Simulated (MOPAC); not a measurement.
Input file for MOPAC: PM6 on GeH4 (SMILES [GeH4]), a point of a bond scan (R = 4.915 Å).

```
PM6 1SCF PRECISE CHARGE=0 THREADS=1
GeH4

Ge    -0.00000000 1     0.00000000 1     0.00000000 1
H     -1.97090438 1    -2.82277142 1    -3.50735517 1
H      0.57332193 1    -0.89073123 1     1.11206704 1
H     -1.08236259 1     0.91830644 1     0.58651322 1
H      1.12494829 1     0.85454086 1    -0.60253176 1
```

The log:

```
*******************************************************************************
 **                                                                           **
 **                              MOPAC v23.2.5                                **
 **                                                                           **
 *******************************************************************************
 ** MOPAC's Digital Object Identifier: https://doi.org/10.5281/zenodo.6511958 **
 **                                                                           **
 ** Please cite the open-source release paper for use of this MOPAC version:  **
 ** J. E. Moussa and J. J. P. Stewart (2026)                                  **
 ** MOPAC: An open-source semiempirical molecular orbital program             **
 ** J. Open Source Softw., 11(119), 8025, https://doi.org/10.21105/joss.08025 **
 *******************************************************************************

                              PM6 CALCULATION RESULTS

 *******************************************************************************
 *  PM6        - The PM6 Hamiltonian to be used
 *
 *
 *
 *                 CHARGE ON SYSTEM = 0
 *
 *
 *
 *  PRECISE    - TIGHTER CRITERIA TO BE USED
 *  1SCF       - DO 1 SCF AND THEN STOP
 *  THREADS=1  - MULTI-THREADING NOT USED
 *  T=         - A TIME OF 172800.0 SECONDS REQUESTED
 *  DUMP=N     - RESTART FILE WRITTEN EVERY 7200.0 SECONDS REQUESTED
 *******************************************************************************
PM6 1SCF PRECISE CHARGE=0 THREADS=1
 GeH4

   ATOM   CHEMICAL          X               Y               Z
  NUMBER   SYMBOL      (ANGSTROMS)     (ANGSTROMS)     (ANGSTROMS)

     1      Ge         -0.00000000  *   0.00000000  *   0.00000000  *
     2       H         -1.97090438  *  -2.82277142  *  -3.50735517  *
     3       H          0.57332193  *  -0.89073123  *   1.11206704  *
     4       H         -1.08236259  *   0.91830644  *   0.58651322  *
     5       H          1.12494829  *   0.85454086  *  -0.60253176  *



          CARTESIAN COORDINATES

    NO.       ATOM           X           Y           Z

     1        Ge         -0.0000      0.0000      0.0000
     2         H         -1.9709     -2.8228     -3.5074
     3         H          0.5733     -0.8907      1.1121
     4         H         -1.0824      0.9183      0.5865
     5         H          1.1249      0.8545     -0.6025

 General Reference for PM6:
 "Optimization of Parameters for Semiempirical Methods V: Modification of NDDO Approximations
 and Application to 70 Elements", J. J. P. Stewart, J. Mol. Mod., 13, 1173-1213 (2007)
 URL: https://link.springer.com/article/10.1007/s00894-007-0233-4

           Empirical Formula: H4 Ge  =     5 atoms



      MOLECULAR POINT GROUP   :   C3v


      RHF CALCULATION, NO. OF DOUBLY OCCUPIED LEVELS = 4



 ALL CONVERGERS ARE NOW FORCED ON
 SHIFT=10, PULAY ON, CAMP-KING ON
 AND ITERATION COUNTER RESET



 -------------------------------------------------------------------------------
 PM6 1SCF PRECISE CHARGE=0 THREADS=1
 GeH4



     1SCF WAS SPECIFIED, SO BFGS WAS NOT USED
     SCF FIELD WAS ACHIEVED


                              PM6 CALCULATION
                                                       MOPAC v23.2.5 Linux




          FINAL HEAT OF FORMATION =        177.72567 KCAL/MOL =     743.60420 KJ/MOL


          COSMO AREA              =        101.35 SQUARE ANGSTROMS
          COSMO VOLUME            =         76.61 CUBIC ANGSTROMS

          IONIZATION POTENTIAL    =          6.642436 EV
          HOMO LUMO ENERGIES (EV) =         -6.642 -3.566
          NO. OF FILLED LEVELS    =          4
          MOLECULAR WEIGHT        =         76.6216         POINT GROUP:  C3v

          MOLECULAR DIMENSIONS (Angstroms)

            Atom       Atom       Distance
            H     4    H     2     5.61649
            H     3    H     5     2.50801
            H     2    H     3     2.09858


          SCF CALCULATIONS        =          1





   ATOM   CHEMICAL          X               Y               Z
  NUMBER   SYMBOL      (ANGSTROMS)     (ANGSTROMS)     (ANGSTROMS)

     1      Ge         -0.00000000  *   0.00000000  *   0.00000000  *
     2       H         -1.97090438  *  -2.82277142  *  -3.50735517  *
     3       H          0.57332193  *  -0.89073123  *   1.11206704  *
     4       H         -1.08236259  *   0.91830644  *   0.58651322  *
     5       H          1.12494829  *   0.85454086  *  -0.60253176  *

                             CARTESIAN COORDINATES

   1   Ge       -0.000000000     0.000000000     0.000000000
   2    H       -1.970904380    -2.822771420    -3.507355170
   3    H        0.573321930    -0.890731230     1.112067040
   4    H       -1.082362590     0.918306440     0.586513220
   5    H        1.124948290     0.854540860    -0.602531760


           Empirical Formula: H4 Ge  =     5 atoms



      MOLECULAR POINT GROUP   :   C3v


                  EIGENVALUES
 -17.57383 -11.44725 -11.44725  -6.64244  -3.56562   3.02374   3.02374   3.95645


              NET ATOMIC CHARGES AND DIPOLE CONTRIBUTIONS

  ATOM NO.   TYPE          CHARGE      No. of ELECS.   s-Pop       p-Pop
    1         Ge          -0.633888        4.6339     1.30647     3.32742
    2          H           0.212699        0.7873     0.78730
    3          H           0.140396        0.8596     0.85960
    4          H           0.140396        0.8596     0.85960
    5          H           0.140397        0.8596     0.85960
 DIPOLE           X         Y         Z       TOTAL
 POINT-CHG.    -1.598    -2.289    -2.844     3.985
 HYBRID         0.226     0.323     0.402     0.563
 SUM           -1.372    -1.966    -2.442     3.422


          ATOMIC ORBITAL ELECTRON POPULATIONS

     Atom    s        px        py        pz
    1 Ge   1.30647   1.10466   1.10905   1.11370
    2  H   0.78730
    3  H   0.85960
    4  H   0.85960
    5  H   0.85960

 **********************
 *                    *
 * JOB ENDED NORMALLY *
 *                    *
 **********************




 == MOPAC DONE ==
```

The run finished.

Cost: around 0.05 core-seconds (rough).
